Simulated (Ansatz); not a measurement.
Born–Oppenheimer molecular dynamics of C3H4Al (8 atoms, charge 0, multiplicity 2). It starts from a relaxed structure.

Method: UKS BLYP-D4/6-31G* (Ansatz).

```
ensemble        : NVT, Nosé–Hoover chain
time step       : 4 fs
steps asked     : 120
set temperature : 1500 K
thermostat      : time constant 20 fs, chain length 1
seed            : 86975
```

First frame:

```xyz
8
Properties=species:S:1:pos:R:3
C 2.698 0.058 0.537
C 1.516 -0.293 0.495
Al -0.277 -1.003 0.537
C -1.697 0.034 -0.404
H 3.721 0.385 0.559
H -1.756 1.048 0.032
H -1.421 0.145 -1.469
H -2.692 -0.432 -0.345
```

(1) What does the run give?

(2) What happens to the structure?

(3) How do temperature and energy run in time?

Answers

(1) All steps were run.

```json
{
  "steps done": "120",
  "time covered": "480 fs",
  "mean temperature over the second half": "423 K",
  "spread of the potential energy over the second half": "52.5 meV per atom",
  "mean potential energy of the second half above the start": "2238.2 meV per atom"
}
```

The conserved energy changed by up to 47000 meV per atom, so the integration failed: the time step of 4 fs is too long for the fastest motions that this run met, and the later frames carry no physical meaning.

(2) Parted: C1–H5 1.07 → 5.65 Å, C4–H6 1.11 → 5.49 Å, C4–H7 1.11 → 5.56 Å, C4–H8 1.10 → 7.08 Å. It ends as C3Al + H + H + H + H. Pairs count as bonded within 1.25 times the sum of covalent radii (0.12 Å more for H–H). This is one draw of velocities; another would differ in detail.

(3) 
```
time (fs)  T (K)  potential energy less start (eV)  conserved less start (meV/atom)
      0.0   1500                             0.000                             0.00
     40.0    706                            14.776                         12546.29
     80.0     42                            13.710                         16018.01
    120.0     45                            18.086                         19401.63
    160.0     55                            17.631                         19402.65
    200.0      6                            18.161                         40733.62
    240.0      1                            18.048                         40732.85
    280.0      1                            18.010                         40732.84
    320.0      4                            17.950                         40732.92
    360.0    166                            17.418                         40739.52
    400.0      6                            18.020                         46764.65
    440.0      1                            17.986                         46764.54
    480.0      4                            17.965                         46764.53
```

The run took 4.6 min on 2 CPU threads of a shared host.
